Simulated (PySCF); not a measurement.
B(H)(SH)2 (BH₃S₂), SMILES SBS.

Geometry optimised at PBE-D3(BJ)/def2-TZVP. Other conformers were not sampled.

The numbers are results of PBE-D3(BJ)/def2-TZVP (PySCF), not measurements.

Frequencies are harmonic and unscaled.

```
mode  ν (cm⁻¹)  IR (km/mol)  Raman (Å⁴/amu)  depolarisation  moving atoms (share of kinetic energy)
----  --------  -----------  --------------  --------------  --------------------------------------
1          232          0.0             1.7            0.38                          S 76 %, B 17 %
2          307          0.0             2.3            0.75                                  H 93 %
3          426         23.4             0.2            0.75                          H 81 %, B 19 %
4          642          2.3            20.1            0.12                  B 39 %, H 33 %, S 28 %
5          744         46.9             1.4            0.75                   H 76 %, S 15 %, B 9 %
6          753          2.2             0.0               –                          H 75 %, B 23 %
7          858         23.4             1.9            0.75                  H 63 %, B 27 %, S 10 %
8          902          0.3            11.3            0.67                  H 69 %, B 21 %, S 10 %
9         1061        185.6             0.3            0.75                          H 50 %, B 47 %
10        2609         53.1            42.8            0.58                           H 92 %, B 8 %
11        2626          1.1            89.2            0.75                                  H 97 %
12        2627          4.1           241.0            0.11                                  H 96 %
```
